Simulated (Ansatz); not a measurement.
Consider the ligand exchange at the Si–O bond: `FBO[SiH3]` + `OB(O)[SiH3]` → `OB([SiH3])O[SiH3]` + `OBF`.

Isolated molecules relaxed with PBE0-D4/def2-TZVP in Ansatz; ΔE leaves out vibrations. CBS: MP2 limit from def2 TZ/QZ plus the TZ coupled-cluster correction, frozen cores. This one scheme is used for every species. Functionals use def2-TZVPP. B3LYP here is the variant with VWN-RPA as its local correlation; programs differ in this. Each species was taken in one conformer, which may not be the lowest.

Problem. Is it downhill or uphill in electronic energy at CCSD(T)/CBS, and by how much? (Estimate.)

Solution. Ansatz gave: Downhill: ΔE = -3.7 kcal/mol.

Problem. What do these levels give: r2SCAN-D4, PBE0-D4, B3LYP-D4, ωB97X-V, ωB97M-V, B3LYP, MP2/def2-TZVPP, CCSD/def2-TZVPP, CCSD(T)/def2-TZVPP, HF/def2-QZVPP, MP2/def2-QZVPP, SCS-MP2/def2-QZVPP? (An estimate is asked.)

Solution. Computed: r2SCAN-D4 -3.8, PBE0-D4 -4.0, B3LYP-D4 -4.0, ωB97X-V -3.7, ωB97M-V -3.8, B3LYP -2.6, MP2/def2-TZVPP -3.8, CCSD/def2-TZVPP -3.5, CCSD(T)/def2-TZVPP -3.8, HF/def2-QZVPP -2.2, MP2/def2-QZVPP -3.7, SCS-MP2/def2-QZVPP -3.4 kcal/mol.

Largest T1 diagnostic among the species: 0.014.

In def2-TZVPP, CCSD(T) changes the Hartree–Fock value by −1.4 kcal/mol (the triples alone add −0.3 kcal/mol) and MP2 by −1.4 kcal/mol. The D4 term adds −1.4 kcal/mol with B3LYP and −0.8 kcal/mol with PBE0; it sums over pairs of atoms, weighted by their polarisabilities, and B3LYP, whose exchange is more repulsive, gets the larger term.
